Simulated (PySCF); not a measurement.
## Removing an electron from `C=C/C=C/OC(C)=O`

Species: C6H8O2.
Numbering: `[CH2:1]=[CH:2]/[CH:3]=[CH:4]/[O:5][C:6]([CH3:7])=[O:8]` (hydrogens: H9, H10 on C1; H11 on C2; H12 on C3; H13 on C4; H14, H15, H16 on C7)

Cartesian coordinates in Å at the PBE0-D3(BJ)/def2-SVP level; atoms count from 1:
```
atom  x, y, z in Å
C1    -3.789   -1.751    0.478
C2    -2.695   -1.082    0.870
C3    -1.527   -0.859    0.043
C4    -0.455   -0.183    0.478
O5     0.622    0.001   -0.338
C6     1.688    0.695    0.144
C7     2.764    0.781   -0.892
O8     1.727    1.153    1.250
H9    -3.866   -2.184   -0.524
H10   -4.642   -1.888    1.147
H11   -2.661   -0.664    1.883
H12   -1.519   -1.259   -0.977
H13   -0.359    0.256    1.474
H14    3.119   -0.231   -1.141
H15    2.362    1.220   -1.816
H16    3.593    1.386   -0.510
```

Level: CAM-B3LYP/def2-SVPD (PySCF). Frontier orbitals with their largest atomic shares (Löwdin; up to four atoms above 4 %):

| orbital | ε (eV) | main atoms |
| --- | --- | --- |
| HOMO−3 | -11.58 | C2 23 %, C1 18 %, C3 15 %, H11 12 % |
| HOMO−2 | -10.54 | C2 28 %, C3 20 %, C1 18 %, O5 12 % |
| HOMO−1 | -9.98 | O8 66 %, O5 9 %, C7 9 %, C6 9 % |
| HOMO | -7.75 | ? |
| LUMO | -0.01 | C1 18 %, C4 18 %, C3 13 %, C6 12 % |
| LUMO+1 | 1.25 | C7 27 %, C6 20 %, H14 10 %, H15 9 % |
| LUMO+2 | 1.42 | C6 24 %, O8 21 %, O5 12 %, C1 8 % |

Question: What vertical ionisation energy does ΔSCF give, and how far is −ε(HOMO) from it?

Answer: ΔSCF: 8.47 eV (817 kJ/mol; threshold wavelength 146 nm); ⟨S²⟩ of the doublet left behind is 0.777, against 0.75 for a pure doublet. −ε(HOMO) is 7.75 eV, 0.72 eV below it. In exact Kohn–Sham theory the two would be equal; CAM-B3LYP (range-separated hybrid) falls short of its own ΔSCF value by 9 %.

Question: On which atoms does the HOMO lie?

Answer: C1 (terminal =CH2 carbon) 23 %, C4 (vinylic carbon bearing oxygen) 20 %, C3 (alkene CH carbon) 19 %, C2 (alkene CH carbon) 16 %, so no atom holds as much as 40 %. The HOMO−1 lies 2.23 eV lower.

Question: And the vertical electron affinity, the fundamental gap, Mulliken's electronegativity and the hardness (with the factor ½)?

Answer: EA = -0.62 eV by ΔSCF (−ε(LUMO) = 0.01 eV); a negative value means that the added electron isn't bound at this geometry and level, and the number then depends on the basis. IE − EA = 9.09 eV against an orbital gap of 7.74 eV; (IE + EA)/2 = 3.93 eV; (IE − EA)/2 = 4.54 eV.

Question: How many of the 10 lowest singlet excitations (vertical TDDFT, same level) lie below the ionisation energy?

Answer: All 10; they run from 5.40 to 7.73 eV.

Question: What kinetic energy would electrons from this vertical process carry with He I light (21.218 eV)?

Answer: 21.22 − 8.47 = 12.75 eV.

Question: What total energies stand behind the ΔSCF value?

Answer: E(N) = -383.43167 Eh and E(N − 1) = -383.12054 Eh at the same geometry, 0.31113 Eh apart. With one more electron, E(N + 1) = -383.40876 Eh.

Geometry: PBE0-D3(BJ)/def2-SVP, one conformer, isolated molecule.

The run behind these numbers computed excited states and ΔSCF ions as well. The run took 2.0 min wall on one thread, x86-64 server (shared host).
